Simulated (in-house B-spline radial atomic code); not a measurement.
Values are calculated unless marked as measured or tabulated.
## C ion on Ge atom: potential, deflection and energy transfer

The pair potential comes from two frozen, spherical free-atom densities (PBE, B-spline radial code, scalar-relativistic past argon): electrostatics plus the change in Thomas-Fermi kinetic and Dirac exchange energy where they overlap, the recipe behind the universal ZBL potential, which averages such potentials (from solid-state densities) over many pairs. It is written V = (Z1 Z2 e²/r) φ(r/a), with e² = 14.3996 eV·Å and a = 0.46850 Å/(Z1^0.23 + Z2^0.23); ZBL's fit is φ = 0.18175 e^(−3.1998x) + 0.50986 e^(−0.94229x) + 0.28022 e^(−0.4029x) + 0.02817 e^(−0.20162x). Where φ falls below 4e-4 it is continued as an exponential.

Masses 12.01 and 72.63 u.

```json
{"x = r/a": "0.1", "φ, this pair": "0.8907", "φ, ZBL": "0.8928"}
{"x = r/a": "0.5", "φ, this pair": "0.6218", "φ, ZBL": "0.6096"}
{"x = r/a": "1.5", "φ, this pair": "0.3113", "φ, ZBL": "0.2995"}
{"x = r/a": "3", "φ, this pair": "0.1349", "φ, ZBL": "0.1292"}
{"x = r/a": "5", "φ, this pair": "0.0546", "φ, ZBL": "0.05224"}
{"x = r/a": "8", "φ, this pair": "0.0196", "φ, ZBL": "0.01705"}
{"x = r/a": "12", "φ, this pair": "0.004978", "φ, ZBL": "0.00474"}
{"x = r/a": "17", "φ, this pair": "0.000954", "φ, ZBL": "0.001212"}
```

**Question.** At x = 6.5 the electrostatic, kinetic and exchange parts are -27.81, 159.93 and -23.06 eV. Find r, V and φ.

**Answer.** a = 0.46850/(1.5100 + 2.2191) = 0.12563 Å, so r = 0.81661 Å. V = -27.81 + 159.93 + (-23.06) = 109.06 eV. The bare repulsion is 6 × 32 × 14.3996/0.81661 = 3385.6 eV, so φ = 0.0322, +10.6 % against ZBL's 0.0291. The kinetic (Pauli) term is 147 % of V here, as the other two terms together attract.

**Question.** The ion comes in at 2.565 keV with impact parameter 0.0628 Å. The scattering integral gives a centre-of-mass angle of 140.6° and a closest approach of 2.189 a. What are the reduced energy, the energy passed on and the laboratory angles?

**Answer.** ε = E a M2/(Z1 Z2 e² (M1 + M2)) = 2565 × 3.8993e-05 = 0.1. The most that one collision can pass on is γE with γ = 4 M1 M2/(M1 + M2)² = 0.4870. Here T = γE sin²(θ/2) = 0.4870 × 2565 × 0.8864 = 1107 eV. The ion turns by arctan(sin θ/(cos θ + M1/M2)) = 133.7° (second quadrant: it bounces back), and the struck atom leaves at (180° − θ)/2 = 19.7°. The closest approach is 0.275 Å. With ZBL the angle would be 139.86° and T = 1102 eV.
